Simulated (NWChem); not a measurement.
# Basis-set convergence for BF2I

```xyz
4

B      0.0000     0.0000     1.3235
F     -1.1287     0.0000     1.9868
F      1.1287     0.0000     1.9868
I      0.0000     0.0000    -0.7996
```
Charge 0, spin multiplicity 1.

All runs are NWChem calculations. The geometry was optimised at PBE0/def2-SVP with def2 effective core potentials on I, a minimum by its harmonic frequencies.

Quantity: vertical ionisation energy at the level ΔPBE (Δ: difference of total energies, the cation a doublet at the parent's geometry with its hole in an orbital of symmetry b1 (C2v labels); it is the state that the SCF runs reached, from PBE0 orbitals for Hartree-Fock references, and need not be the lowest).

Effective core potentials replace the inner electrons of I; spin-orbit coupling is left out. The structure started from a generated list of species. No SCF solution was tested for a lower state.

The cost column gives rough processor time relative to def2-SVP; each entry includes its own SCF.

```json
[
 {"basis": "def2-SVP", "functions": "68", "vertical ionisation energy (eV)": "10.45", "relative cost": "1"},
 {"basis": "def2-TZVP", "functions": "143", "vertical ionisation energy (eV)": "10.46", "relative cost": "under 3"},
 {"basis": "def2-TZVPP", "functions": "143", "vertical ionisation energy (eV)": "10.46", "relative cost": "under 3"},
 {"basis": "def2-QZVP", "functions": "253", "vertical ionisation energy (eV)": "10.47", "relative cost": "30"}
]
```

Smallest basis within 0.1 eV of def2-QZVP, the largest set run: def2-SVP, with 68 functions against 253 and about 3 % of the time (also within reach: def2-TZVP, def2-TZVPP). def2-QZVP isn't the basis-set limit itself, and a small set can land close by cancellation.
